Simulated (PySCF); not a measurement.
## Gas-phase thermal properties of SF5

Energies from PySCF (xtb for GFN2), thermal terms from the rigid-rotor harmonic-oscillator model, ideal gas at 1 bar. The comparison is the NASA 1993 polynomial table, which mixes measured and estimated data. 6-31G* has spherical d functions here. Open shells (unrestricted): SF5 (multiplicity 2). GFN2 has no spin-polarisation term. B3LYP is the form with VWN-RPA correlation. The harmonic model lacks anharmonicity and excited electronic states, which grow with temperature; levels with a mode under 35 cm⁻¹ are left out. The table's entry may be an old estimate for SF5 (not checked at source).

| level | point group | σ | ZPE (kJ/mol) | S°298 (J/mol/K) | Cp298 (J/mol/K) | S°1000 (J/mol/K) | H1000 − H298 (kJ/mol) |
|---|---|---|---|---|---|---|---|
| table | - | - | - | 304.8 | 89.7 | 441.9 | 82.0 |
| B3LYP/6-31G* | C4v | 4 | 38.6 | 313.8 | 92.7 | 452.3 | 82.6 |
| GFN2-xTB | C4v | 4 | 27.1 | 345.2 | 107.9 | 492.9 | 87.1 |
| HF/6-31G* | C4v | 4 | 45.6 | 303.0 | 83.8 | 435.1 | 79.5 |
| PBE/def2-SVP | C4v | 4 | 37.4 | 315.7 | 94.3 | 455.2 | 83.2 |
| PBE0/def2-TZVP | C4v | 4 | 40.8 | 308.2 | 89.6 | 444.9 | 81.7 |
σ: rotational symmetry number. Electronic degeneracy used: 2. Frequencies are unscaled.
